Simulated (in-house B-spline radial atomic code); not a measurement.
## RPA and G0W0 on CAM-B3LYP: Cu+

Configuration [Ar] 3d10, mean-field start CAM-B3LYP. Computed with an all-electron radial atomic-structure program (B-spline basis): all electrons, non-relativistic, point nucleus, each spin shell either full or empty, empty states to l = 9 with an (l + 1/2)⁻⁴ tail; G0W0 by contour deformation at full frequency.

Command:
```bash
python run_gw.py task.json out
```
Settings (radii: box in bohr, nucleus in fm):
```
Z                        29
electrons                28
configuration            [Ar] 3d10
hamiltonian              nr
method                   camb3lyp
lmax                     9
spin_polarised           False
box_radius               23.78
intervals                53
```

Run time, properties included: 2.7 s on 1 thread of Arm Neoverse N1 (shared host).

Energies (hartree):

```json
{"term": "mean-field total", "value": "-1640.35405"}
{"term": "Hartree-Fock functional on these orbitals", "value": "-1638.70210"}
{"term": "direct second order", "value": "-2.6132"}
{"term": "second-order exchange", "value": "0.73282"}
{"term": "SOSEX correction", "value": "0.64672"}
```

(1) What is the RPA correlation energy, and what remains with SOSEX?

Quasi-particle levels (eV):

```tsv
level	occupied	mean field	Σx - vxc	Σc	QP weight	G0W0
3d	yes	-17.678	-5.98	?	?	?
4s	no	-9.340	2.98	-1.32	0.968	-7.677
```

G0W0 = mean field + (Σx - vxc) + Σc, with Σc (partial-wave tail included) taken at the quasi-particle energy. Only the outer levels were computed. Levels of low weight are left out.

(2) Where does G0W0 put 3d?

Answers

(1) RPA gives -2.0919 hartree (-2.03 eV per electron); RPA + SOSEX gives -1.4452, and the second-order doubles -1.8803 hartree (no singles). SOSEX takes back 31 % of the RPA value.

(2) At -21.083 eV, with Σc = 2.57 eV and a quasi-particle weight of 0.868. The tabulated removal energy is 20.292 eV (NIST, measured); the calculation leaves out relativity, Breit and QED terms, and what these don't explain is the method's own error.
